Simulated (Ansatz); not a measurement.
Task: Predict a relaxed structure of BiF₃, charge 0, singlet, at PBE-D4/def2-TZVP (Ansatz).

Result: 
```xyz
4

Bi    0.512   -0.560    0.146
F    -0.909   -0.083    1.498
F    -0.729   -0.687   -1.441
F     1.126    1.330   -0.204
```
Point group C3v (tolerance 0.1 Å). This is one stationary point.

In the def2 sets Bi takes a core potential; there is no spin–orbit coupling.
